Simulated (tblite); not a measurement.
C4H9GaN2.
SMILES with atom numbers: `[CH3:1][C:2]#[N+:3][GaH2-:4]/[CH:5]=[N:6]/[CH3:7]` (hydrogens: H8, H9, H10 on C1; H11, H12 on Ga4; H13 on C5; H14, H15, H16 on C7)

Structure used (GFN2-xTB), in Å, numbered top down from 1:
```
atom  x, y, z in Å
C1     3.1148    0.2369    0.7859
C2     2.0247    0.2844   -0.1308
N3     1.1498    0.3410   -0.8707
Ga4   -0.4165   -0.0389   -2.0582
C5    -1.8751    0.7163   -0.9364
N6    -1.5507    0.0417    0.0932
C7    -2.2994    0.1367    1.3160
H8     2.9890    1.0100    1.5442
H9     4.0497    0.4035    0.2504
H10    3.1419   -0.7413    1.2662
H11   -0.2959   -1.5648   -1.9604
H12    0.1532    0.6208   -3.3423
H13   -2.7469    1.3929   -0.8990
H14   -3.1317    0.8499    1.2471
H15   -1.6261    0.4396    2.1204
H16   -2.6883   -0.8525    1.5631
```

Calculated harmonic vibrations of the isolated species, GFN2-xTB (tblite), most abundant isotopes, no scaling. The method is semi-empirical: single wavenumbers can be off by several per cent or more. Modes of hydrogen on gallium can be 10 to 20 % off. One conformer, not necessarily the lowest.

Harmonic wavenumbers (cm⁻¹): 25.1, 40.1, 49.8, 86.0, 103.6, 138.7, 171.1, 201.3, 223.9, 354.7, 362.5, 372.6, 435.1, 496.3, 592.9, 646.4, 732.9, 828.0, 986.8, 987.7, 999.3, 1009.0, 1081.8, 1119.5, 1268.7, 1356.1, 1386.2, 1393.1, 1394.5, 1460.4, 1473.7, 1639.2, 1700.8, 1788.8, 2365.9, 2761.1, 2893.0, 2974.7, 2992.0, 3011.7, 3011.9, 3014.4.

A = 1995, B = 1214, C = 787.3 MHz; mass 154.002 u (most abundant isotopes); point group C1, symmetry number 1.

What is the zero-point energy?

Half the sum of the wavenumbers: 24966 cm⁻¹ = 298.65 kJ/mol.

Give the ideal-gas entropy at 298.15 K and 1 bar in the rigid-rotor, harmonic-oscillator model (classical rotation).

Translation 171.67, rotation 123.48, vibration 165.17: S = 460.3 J/(mol K).

And Cp and H(298.15 K) − H(0)?

Cp = 162.62 J/(mol K), of which vibrations give 129.36 (their classical limit is 42 R = 349.2); H(298.15 K) − H(0) = 32.76 kJ/mol without the zero-point energy, 22.84 from vibrations.

Which modes carry the vibrational entropy at 298.15 K?

25.1 cm⁻¹: 25.87; 40.1 cm⁻¹: 21.98; 49.8 cm⁻¹: 20.19; 86.0 cm⁻¹: 15.69; 103.6 cm⁻¹: 14.16; 138.7 cm⁻¹: 11.81 J/(mol K); the other 36 give 55.47 together.

Blend soft modes into free rotors: weight 1/[1 + (100 cm⁻¹/ν̃)⁴] for the oscillator and the rest for a rotor with moment μB/(μ + B), μ = h/(8π²ν), B = 10⁻⁴⁴ kg m². What vibrational entropy results?

142.56 J/(mol K) in place of 165.17, which changes −T·S at 298.15 K by +6.74 kJ/mol.

How do the functions run with temperature in this model?

```json
{"T (K)": "150", "S (J/(mol K))": "366.2", "Cp (J/(mol K))": "115.4", "H − H(0) (kJ/mol)": "12.07", "G − H(0) (kJ/mol)": "-42.87", "ln q(vib)": "5.62"}
{"T (K)": "250", "S (J/(mol K))": "433.0", "Cp (J/(mol K))": "148.0", "H − H(0) (kJ/mol)": "25.28", "G − H(0) (kJ/mol)": "-82.97", "ln q(vib)": "9.12"}
{"T (K)": "400", "S (J/(mol K))": "512.3", "Cp (J/(mol K))": "191.8", "H − H(0) (kJ/mol)": "50.83", "G − H(0) (kJ/mol)": "-154.07", "ln q(vib)": "13.65"}
{"T (K)": "600", "S (J/(mol K))": "599.3", "Cp (J/(mol K))": "238.4", "H − H(0) (kJ/mol)": "94.10", "G − H(0) (kJ/mol)": "-265.50", "ln q(vib)": "18.93"}
{"T (K)": "900", "S (J/(mol K))": "705.7", "Cp (J/(mol K))": "285.5", "H − H(0) (kJ/mol)": "173.25", "G − H(0) (kJ/mol)": "-461.85", "ln q(vib)": "25.80"}
```

q(vib) and H(0) count from the zero-point level.

What must be added to the electronic energy to get the Gibbs energy at 298.15 K and 1 bar?

ZPE + [H(298.15 K) − H(0)] − T·S = 298.65 + 32.76 − 137.25 = 194.16 kJ/mol.

Hindered rotation and anharmonicity are outside this model. Other conformers, if any are populated, would add a mixing term that is left out. The structure is chiral; the term R ln 2 for an equal mix with its mirror image is left out.
